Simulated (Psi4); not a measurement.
C$_{2}$H$_{7}$BO, singlet, geometry from GFN2-xTB; PBE/6-311G** in Psi4.

Here is a job for Psi4.
```
memory 2 GB

molecule mol {
0 1
  B    -0.343041    0.319106    0.532534
  H    -1.381465   -0.040173    0.979559
  C     0.397010    1.597037    1.107193
  H     0.598846    1.484435    2.170328
  H    -0.226147    2.483204    1.005742
  H     1.339857    1.790985    0.604712
  O     0.238707   -0.334528   -0.467284
  C    -0.281264   -1.479325   -1.089893
  H    -0.421189   -1.268361   -2.152964
  H     0.438463   -2.294755   -0.983821
  H    -1.237299   -1.780910   -0.651751
}

set basis 6-311g**
set reference rks

energy('pbe')
print_variables()
```

Output, abridged:

```
   => Loading Basis Set <=

    Name: 6-311G**
    Role: ORBITAL
    Keyword: BASIS

         ---------------------------------------------------------
                                   SCF
               by Justin Turney, Rob Parrish, Andy Simmonett
                          and Daniel G. A. Smith
                              RKS Reference
         ---------------------------------------------------------

  ==> Geometry <==

    Molecular point group: c1
    Full point group: C1

    Geometry (in Angstrom), charge = 0, multiplicity = 1:

       Center              X                  Y                   Z               Mass
    ------------   -----------------  -----------------  -----------------  -----------------
         B           -0.352247446391     0.319927793656     0.539842580790    11.009305360000
         H           -1.390671446391    -0.039351206344     0.986867580790     1.007825032230
         C            0.387803553609     1.597858793656     1.114501580790    12.000000000000
         H            0.589639553609     1.485256793656     2.177636580790     1.007825032230
         H           -0.235353446391     2.484025793656     1.013050580790     1.007825032230
         H            1.330650553609     1.791806793656     0.612020580790     1.007825032230
         O            0.229500553609    -0.333706206344    -0.459975419210    15.994914619570
         C           -0.290470446391    -1.478503206344    -1.082584419210    12.000000000000
         H           -0.430395446391    -1.267539206344    -2.145655419210     1.007825032230
         H            0.429256553609    -2.293933206344    -0.976512419210     1.007825032230
         H           -1.246505446391    -1.780088206344    -0.644442419210     1.007825032230

  Running in c1 symmetry.

  Rotational constants: A =      1.21610  B =      0.12899  C =      0.12188 [cm^-1]
  Rotational constants: A =  36457.83718  B =   3867.02114  C =   3653.97904 [MHz]
  Nuclear repulsion =  114.838612617820985

  Charge       = 0
  Multiplicity = 1
  Electrons    = 32
  Nalpha       = 16
  Nbeta        = 16

  ==> Algorithm <==

  SCF Algorithm Type is DF.
  DIIS enabled.
  MOM disabled.
  Fractional occupation disabled.
  Guess Type is SAD.
  Energy threshold   = 1.00e-06
  Density threshold  = 1.00e-06
  Integral threshold = 1.00e-12

  ==> Primary Basis <==

  Basis Set: 6-311G**
    Blend: 6-311G**
    Number of shells: 60
    Number of basis functions: 114
    Number of Cartesian functions: 118
    Spherical Harmonics?: true
    Max angular momentum: 2

  ==> DFT Potential <==

   => LibXC <=

    Version 7.1.2
    S. Lehtola, C. Steigemann, M. J. T. Oliveira, and M. A. L. Marques,  SoftwareX 7, 1–5 (2018) (10.1016/j.softx.2017.11.002)

   => Composite Functional: PBE <=

    PBE GGA Exchange-Correlation Functional

    J.P. Perdew et. al., Phys. Rev. Lett., 77(18), 3865-3868, 1996

    Deriv               =              1
    GGA                 =           TRUE
    Meta                =          FALSE

    Exchange Hybrid     =          FALSE
    MP2 Hybrid          =          FALSE

   => Exchange Functionals <=

    1.0000     XC_GGA_X_PBE

   => Correlation Functionals <=

    1.0000     XC_GGA_C_PBE

   => LibXC Density Thresholds  <==

    XC_GGA_C_PBE:  1.00E-12
    XC_GGA_X_PBE:  1.00E-15

   => Molecular Quadrature <=

    Radial Scheme          =       TREUTLER
    Pruning Scheme         =           NONE
    Nuclear Scheme         =       TREUTLER

    Blocking Scheme        =         OCTREE
    BS radius alpha        =              1
    Pruning alpha          =              1
    Radial Points          =             75
    Spherical Points       =            302
    Total Points           =         236703
    Total Blocks           =           1821
    Max Points             =            256
    Max Functions          =            114
    Weights Tolerance      =       1.00E-15

   => Loading Basis Set <=

    Name: (6-311G** AUX)
    Role: JKFIT
    Keyword: DF_BASIS_SCF

  ==> Integral Setup <==

  SCF_SUBTYPE=INCORE selected. In-core MEM_DF algorithm will be used.
  Using in-core AOs.

  ==> MemDFJK: Density-Fitted J/K Matrices <==

    J tasked:                   Yes
    K tasked:                    No
    wK tasked:                   No
    Algorithm:                 Core
    Schwarz Cutoff:           1E-12
    Mask sparsity (%):       3.7242
    Fitting Condition:        1E-10

   => Auxiliary Basis Set <=

  Basis Set: (6-311G** AUX)
    Blend: CC-PVTZ-JKFIT
    Number of shells: 170
    Number of basis functions: 526
    Number of Cartesian functions: 629
    Spherical Harmonics?: true
    Max angular momentum: 4

  Minimum eigenvalue in the overlap matrix is 4.9901898226E-03.
  Reciprocal condition number of the overlap matrix is 8.0591805880E-04.
    Using symmetric orthogonalization.

  ==> Pre-Iterations <==

  SCF Guess: Superposition of Atomic Densities via on-the-fly atomic UHF (no occupation information).

   -------------------------
    Irrep   Nso     Nmo
   -------------------------
     A        114     114
   -------------------------
    Total     114     114
   -------------------------

  ==> Iterations <==

                           Total Energy        Delta E     RMS |[F,P]|

   @DF-RKS iter SAD:  -179.62882888200119   -1.79629e+02   0.00000e+00
   @DF-RKS iter   1:  -179.80505814616424   -1.76229e-01   9.20457e-03 ADIIS/DIIS
   @DF-RKS iter   2:  -179.04807118128628    7.56987e-01   1.35629e-02 ADIIS/DIIS
   @DF-RKS iter   3:  -180.28554569722286   -1.23747e+00   3.28018e-03 ADIIS/DIIS
   @DF-RKS iter   4:  -180.32859884939819   -4.30532e-02   1.44384e-03 ADIIS/DIIS
   @DF-RKS iter   5:  -180.33912444039896   -1.05256e-02   1.70653e-04 ADIIS/DIIS
   @DF-RKS iter   6:  -180.33930667988704   -1.82239e-04   6.22886e-05 DIIS
   @DF-RKS iter   7:  -180.33932984227420   -2.31624e-05   1.92816e-05 DIIS
   @DF-RKS iter   8:  -180.33933208524445   -2.24297e-06   4.53938e-06 DIIS
   @DF-RKS iter   9:  -180.33933222769249   -1.42448e-07   1.04031e-06 DIIS
   @DF-RKS iter  10:  -180.33933223533188   -7.63939e-09   2.30283e-07 DIIS
  Energy and wave function converged.

  ==> Post-Iterations <==

   Electrons on quadrature grid:
      Ntotal   =   31.9999960719 ; deviation = -3.928e-06

    Orbital Energies [Eh]
    ---------------------

    Doubly Occupied:

[...]
      16A     -0.247814

    Virtual:

[...]
    Final Occupation by Irrep:
              A
    DOCC [    16 ]
    NA   [    16 ]
    NB   [    16 ]

  @DF-RKS Final Energy:  -180.33933223533188

   => Energetics <=

    Nuclear Repulsion Energy =            114.8386126178209850
    One-Electron Energy =                -470.9280770305484225
    Two-Electron Energy =                 201.6858099055572779
    DFT Exchange-Correlation Energy =     -25.9356777281617070
    Empirical Dispersion Energy =           0.0000000000000000
    VV10 Nonlocal Energy =                  0.0000000000000000
    Total Energy =                       -180.3393322353318808

Computation Completed

Properties will be evaluated at   0.000000,   0.000000,   0.000000 [a0]

Properties computed using the SCF density matrix

 Multipole Moments:

 ------------------------------------------------------------------------------------
     Multipole            Electronic (a.u.)      Nuclear  (a.u.)        Total (a.u.)
 ------------------------------------------------------------------------------------

 L = 1.  Multiply by 2.5417464519 to convert [e a0] to [Debye]
 Dipole X            :          0.4179989           -0.5567384           -0.1387395
 Dipole Y            :         -0.4773871            0.0497005           -0.4276866
 Dipole Z            :         -0.7168814            0.4419646           -0.2749168
 Magnitude           :                                                    0.5270140

 ------------------------------------------------------------------------------------

  Variable Map:
  ----------------------------------------------------------------------------
[...]
  Array Variable Map:
  ----------------------------------------------------------------------------
[...]
[...]
```
